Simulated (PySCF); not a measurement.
Vertical excitations of a molecule C₂H₆GeO from TDA-CAM-B3LYP/def2-SVPD in PySCF, as energy in eV (oscillator strength): 6.25 (0.001), 7.13 (0.013), 7.31 (0.356), 7.75 (0.049), 7.79 (0.038), 8.09 (0.014), 8.16 (0.186), 8.43 (0.014), 8.48 (0.014), 8.51 (0.029). Lowest triplet (TDA): 4.25 eV. Coordinates come from a PBE0-D3(BJ)/def2-SVP optimisation. Other conformers were not sampled.

**Question.** Identify the compound among the candidates.
A) C[O][Ge][CH3]
B) C=[CH][GeH2][OH]
C) C[C](=O)[GeH3]
D) C=C[O][GeH3]

**Answer.** B, C=[CH][GeH2][OH]
